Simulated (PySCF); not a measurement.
A structure optimised at B3LYP-D3(BJ)/def2-SVP, used in a PySCF frequency run:

```xyz
7

Mo    -0.0771     0.2001     0.0540
O      0.8598     1.3470     0.8451
S      0.9158    -1.6811    -0.0069
F     -1.7326     0.0200     0.8823
N     -0.3064     0.7972    -1.7527
H     -0.1720     1.7702    -2.0266
H     -0.3801     0.1876    -2.5656
```
Charge 0, spin multiplicity 1.

Q: Write its SMILES and formula.

A: [NH2][Mo](=[O])([F])=[S], FH2MoNOS

Q: What are its rotational constants (standard atomic weights)?

A: 3.2519, 2.2385, 2.0566 GHz
